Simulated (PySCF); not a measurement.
NiO, SMILES [O]=[Ni] (connectivity only; charge and spin as stated), neutral, multiplicity 3. Atoms are numbered in the order given.

```xyz
2

Ni     0.0000     0.0000    -0.3588
O      0.0000     0.0000     1.2559
```
Charge 0, spin multiplicity 3.

Geometry: PBE0-D3(BJ)/def2-TZVPD. The multiplicity is an assumed one; other spin states were not compared.

Calculation: PBE0-D3(BJ)/def2-TZVPD (PySCF).

Frequencies are harmonic and unscaled.

Computed normal modes with their intensities:
```tsv
mode	ν (cm⁻¹)	IR (km/mol)	moving atoms (share of kinetic energy)
1	886	69.5	O 79 %, Ni 21 %
```
